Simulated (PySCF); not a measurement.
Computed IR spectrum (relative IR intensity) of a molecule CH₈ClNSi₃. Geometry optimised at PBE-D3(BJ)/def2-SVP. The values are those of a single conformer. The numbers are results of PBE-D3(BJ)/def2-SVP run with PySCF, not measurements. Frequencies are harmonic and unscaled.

Lines under 2 % of the strongest are left out, and lines within 2 cm⁻¹ are merged.

| ν (cm⁻¹) | relative intensity |
|---|---|
| 182 | 3.3 |
| 275 | 8.2 |
| 294 | 8.2 |
| 383 | 2.6 |
| 450 | 62 |
| 530 | 100 |
| 588 | 8.4 |
| 612 | 12 |
| 645 | 56 |
| 696 | 4.1 |
| 735 | 43 |
| 831 | 91 |
| 840 | 41 |
| 875 | 22 |
| 891 | 59 |
| 920 | 5.9 |
| 955 | 32 |
| 1316 | 5.9 |
| 1490 | 21 |
| 2143 | 65 |
| 2148 | 53 |
| 2163 | 9.3 |
| 2171 | 81 |
| 3466 | 14 |
| 3565 | 15 |

### Question
Which structure fits?
A) Cl[Si@@H]1C[SiH2][SiH2]N1
B) Cl[SiH2]C1[SiH2]N[SiH2]1
C) [SiH3]/C=N/[Si@H]([SiH3])Cl
D) N[Si@@]1(Cl)C[SiH2][SiH2]1

### Answer
D, N[Si@@]1(Cl)C[SiH2][SiH2]1
